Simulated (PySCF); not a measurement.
`C#CC(=O)CC#CCCO`, C₈H₈O₂

Cartesian coordinates in Å; atom numbers follow the order of the lines, from 1:
```xyz
18

C     4.250    0.473   -0.509
C     3.075    0.236   -0.406
C     1.661   -0.079   -0.282
O     0.815    0.787   -0.310
C     1.348   -1.565   -0.117
C    -0.086   -1.789   -0.022
C    -1.286   -1.819    0.046
C    -2.732   -1.613    0.078
C    -3.051   -0.252   -0.571
O    -2.377    0.810    0.048
H     5.288    0.702   -0.601
H     1.796   -2.098   -0.966
H     1.884   -1.922    0.772
H    -3.262   -2.415   -0.448
H    -3.084   -1.608    1.116
H    -4.121   -0.048   -0.466
H    -2.824   -0.310   -1.646
H    -1.419    0.684   -0.076
```

Method: PySCF 2.14.0, UKS CAM-B3LYP/6-31G* four-point reorganisation energy, gas phase. Geometry: CAM-B3LYP/6-31G*.

(1) What is the inner reorganisation energy for hole transfer, with the ionisation energy?

## Answers

(1) λ = 0.475 (surface of the oxidised species) + 0.947 (surface of the starting species) = 1.422 eV. The ionisation energy is 9.24 eV vertical and 8.76 eV adiabatic without zero-point energy; at the relaxed geometry of the oxidised species the two energies differ by 7.81 eV. Largest bond changes: C8–C9 1.541 → 1.822 Å, C9–O10 1.402 → 1.318 Å, C7–C8 1.461 → 1.395 Å, C2–C3 1.454 → 1.430 Å, O10–H18 0.974 → 0.995 Å. ⟨S²⟩ of the relaxed oxidised species 0.769.

The conformer changes in this relaxation, which adds to the reorganisation energy.

Q: What is the inner reorganisation energy for electron transfer, with the electron affinity?

A: λ = 0.566 (surface of the reduced species) + 0.903 (surface of the starting species) = 1.469 eV. The electron affinity is -0.31 eV vertical and 0.25 eV adiabatic without zero-point energy; at the relaxed geometry of the reduced species the two energies differ by 1.16 eV. Largest bond changes: C3–O4 1.211 → 1.280 Å, C2–C3 1.454 → 1.386 Å, C1–C2 1.203 → 1.248 Å, O10–H18 0.974 → 0.999 Å, C3–C5 1.528 → 1.553 Å. ⟨S²⟩ of the relaxed reduced species 0.774.

The highest occupied orbital of the reduced species is unbound in this basis, so its energies are rough.
